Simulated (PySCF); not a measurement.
disilanylformaldehyde (CH6OSi2), SMILES O=C[SiH2][SiH3]. Coordinates come from a PBE-D3(BJ)/def2-SVP optimisation. Other conformers were not sampled.

Computed equilibrium geometry at PBE-D3(BJ)/def2-SVP (PySCF confirms it by a frequency run) as bond lengths and angles (one conformer of several):
Atoms: O1 C2 Si3 Si4 H5 H6 H7 H8 H9 H10. Bonds (Å): O1–C2 1.216, C2–Si3 1.951, C2–H5 1.139, Si3–Si4 2.355, Si3–H6 1.508, Si3–H7 1.503, Si4–H8 1.505, Si4–H9 1.504, Si4–H10 1.505. Angles (°): O1–C2–Si3 122.1, O1–C2–H5 120.6, Si3–C2–H5 117.3, C2–Si3–Si4 107.2, C2–Si3–H6 109.8, C2–Si3–H7 108.9, Si4–Si3–H6 109.8, Si4–Si3–H7 110.7, H6–Si3–H7 110.5, Si3–Si4–H8 110.7, Si3–Si4–H9 109.2, Si3–Si4–H10 109.5, H8–Si4–H9 109.4, H8–Si4–H10 108.9, H9–Si4–H10 109.0.
Charge 0, spin multiplicity 1.
